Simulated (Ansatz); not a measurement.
Species: C8H7N, SMILES `c1ccc2c[nH]cc2c1` (charge 0, multiplicity 1).

**Question.** Give a relaxed geometry from Ansatz (a first-principles code) with PBE-D3(BJ)/def2-SVP.

**Answer.** the end point of this relaxation (outside a Z-matrix the atoms follow the SMILES, hydrogens last).
Z-matrix (Å, degrees):
```
C
C 1 1.4060
N 2 1.3728 1 106.92
H 3 1.0198 2 123.87 1 -180.00
C 3 1.3728 4 123.87 2 180.00
H 2 1.0944 3 121.63 4 0.00
H 5 1.0944 3 121.63 4 0.00
C 5 1.4060 7 131.45 3 -180.00
C 8 1.4250 5 133.28 7 0.00
C 9 1.3858 8 118.85 5 180.00
H 10 1.1008 9 119.67 8 180.00
H 9 1.1009 10 120.81 11 0.00
C 1 1.4250 2 133.28 6 0.00
C 13 1.3858 1 118.85 2 180.00
H 14 1.1008 13 119.67 1 -180.00
H 13 1.1009 14 120.81 15 0.00
```
